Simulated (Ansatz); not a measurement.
```xyz
11

N     0.111    1.053    1.419
Ge    0.578   -0.116    0.096
O     0.617   -1.743    0.814
C    -0.737   -0.337   -1.340
Cl   -0.963    1.218   -2.181
H     0.402    2.007    1.265
H    -0.862    1.043    1.693
H     1.948    0.329   -0.443
H     1.013   -1.734    1.689
H    -0.405   -1.072   -2.072
H    -1.701   -0.649   -0.940
```

Total charge 0; spin multiplicity 1.

List the r2SCAN/def2-TZVPP orbital energies in eV (Ansatz). (An estimate is asked.)

Computed: Occupied: -10834.60, -2753.36, -1349.61, -1199.67, -1199.66, -1199.65, -515.53, -385.04, -274.57, -254.71, -193.33, -193.07, -193.07, -167.90, -117.62, -117.58, -117.57, -31.07, -30.93, -30.88, -30.83, -30.83, -25.63, -22.34, -22.04, -17.41, -14.06, -12.51, -11.88, -11.58, -10.85, -10.03, -9.36, -8.51, -7.54, -7.46, -7.10, -6.49. Lowest empty: -0.35, 0.47, 0.79, 1.22, 1.70, 2.36, 2.55, 2.76.
